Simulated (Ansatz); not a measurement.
Species: InH, charge 0, multiplicity 1. SMILES: [InH]
Geometry from a B3LYP-D3(BJ)/def2-TZVP (Ansatz, a first-principles code) optimisation:
```
In
H 1 1.8626
```
Charge 0, spin multiplicity 1.

Parts of the frozen-core correlation energy in def2-SVP (Ansatz, hartree). Frozen orbitals: 9; correlated occupied orbitals by spin: 2 and 2; virtual: 20 and 20. No spin-orbit coupling. In def2 rows, elements after Kr have scalar-relativistic effective core potentials.

```tsv
term	value
reference (HF)	-189.77186
MP2 opposite-spin	-0.04301
MP2 same-spin	(withheld)
CCSD correlation	(withheld)
(T)	(withheld)
CCSDT minus CCSD(T)	-0.00026
CCSDT(Q) minus CCSD(T)	-0.00029
T1 diagnostic	0.013
largest doubles amplitude	0.071
```

Task: Fill in the missing entries.

Result: 
- MP2 same-spin, value: -0.00228
- CCSD correlation, value: -0.06355
- (T), value: -0.00078
